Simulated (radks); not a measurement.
The numbers below are computed, except where a source is named.
All-electron atom: Cd III in [Kr] 4d8.5 5p1.5 (fractional occupations, a model configuration).

Level of theory: scalar-relativistic Kohn-Sham, r2SCAN, spin-unpolarised, spherical densities, finite nucleus; meta-GGA in the generalised Kohn-Sham scheme; Fermi nuclear charge, rms radius 4.6087 fm (a radial shooting solver on a logarithmic mesh with Libxc functionals).

Energy parts (hartree):
| part | energy |
|---|---|
| total | -5593.27440 |
| kinetic | 5820.38600 |
| electron-nucleus | -13474.84128 |
| Hartree | 2214.94707 |
| exchange-correlation | -153.76620 |

Orbitals (lengths in bohr, moments of r in powers of bohr; r(90%) holds 90 % of the orbital's charge):
| orbital | occ. | eigenvalue (hartree) | <r^2> | r(90%) |
|---|---|---|---|---|
| 1s | 2 | -977.7620 | 0.001250 | 0.0546 |
| 2s | 2 | -146.6474 | 0.02042 | 0.203 |
| 2p | 6 | -131.5928 | 0.01611 | 0.187 |
| 3s | 2 | -28.45421 | 0.1461 | 0.526 |
| 3p | 6 | -23.47706 | 0.1475 | 0.536 |
| 3d | 10 | -15.70679 | 0.1332 | 0.528 |
| 4s | 2 | -5.07820 | 0.8684 | 1.27 |
| 4p | 6 | -3.59970 | 1.031 | 1.40 |
| 4d | 8.5 | -1.45218 | 1.663 | 1.84 |
| 5p | 1.5 | -0.63723 | 9.023 | 4.12 |

The highest occupied level is 5p at -17.340 eV. The density falls to 0.001 e/bohr^3 at r = 4.12 bohr.
